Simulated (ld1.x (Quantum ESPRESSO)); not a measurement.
**Sr, TM: configuration errors across variants**

* Element: strontium
* Generator: ld1.x (Quantum ESPRESSO) 7.5
* Type: norm-conserving Troullier–Martins (Kleinman–Bylander form)
* Functional: PBE
* Relativity: non-relativistic
* Frozen core: [Kr]
* Valence charge: 2
* Reference configuration: 4d0 5s1.75 5p0 (charge +0.25)
* Partial waves: 5s (bound): rc 3.05 bohr; 5p (bound, empty): rc 3.20 bohr; 4d (bound, empty): rc 3.70 bohr; 4f channel at 0.2 Ry: rc 3.25 bohr
* Local potential: all-electron potential smoothed inside 3.65 bohr (lloc = -2)
* Core correction: none

All-electron excitation energies from the reference (eV): (1) 4d0 5s2 5p0 -1.010; (2) 4d0 5s1 5p0 4.792; (3) 4d0 5s1.5 5p0 1.297; (4) 4d0 5s0 5p2 3.462; (5) 4d0 5s0 5p1 7.572; (6) 4d0.5 5s1.5 5p0 -0.008; (7) 4d1 5s0 5p0 6.198.

4 further variants failed, have other tests or another functional or relativity, and are left out.

A true bound ghost makes a file unfit for plane-wave use even where its test errors are small: the radial tests pick states by their node count and pass the ghost by.

Errors AE − PS in meV (a dash: test not solved or not reliable):

```tsv
change	(1)	(2)	(3)	(4)	(5)	(6)	(7)	bound ghosts
base	0.0	+7.0	+0.1	+96	+138	+134	+588	none
wave 4f channel at 0.2 Ry: rc 3.25 bohr becomes 4f channel at 0.2 Ry: rc 2.46 bohr	0.0	+7.0	+0.1	+96	+138	+134	+588	none
core correction a·sin(br)/r model core inside 1.28 bohr	+0.1	-1.0	0.0	-10	-2.9	-8.2	-44	none
all radii scaled by about 0.95 (s 2.90, p 3.04, d 3.52, f 3.10 bohr); local potential all-electron potential smoothed inside 3.48 bohr (lloc = -2)	0.0	+7.3	+0.2	+115	+152	+134	+603	none
local potential all-electron potential smoothed inside 3.34 bohr (lloc = -2)	0.0	+7.7	+0.2	+97	+140	+134	+591	none
wave 4f channel at 0.2 Ry: rc 3.25 bohr becomes 4f channel at 0.69 Ry: rc 3.25 bohr	0.0	+7.0	+0.1	+96	+138	+134	+588	none
```

Q: Give the same row for: local potential the s channel.

A: -0.1, +6.5, +0.1, +93, +130, +133, +586; bound ghosts: p.
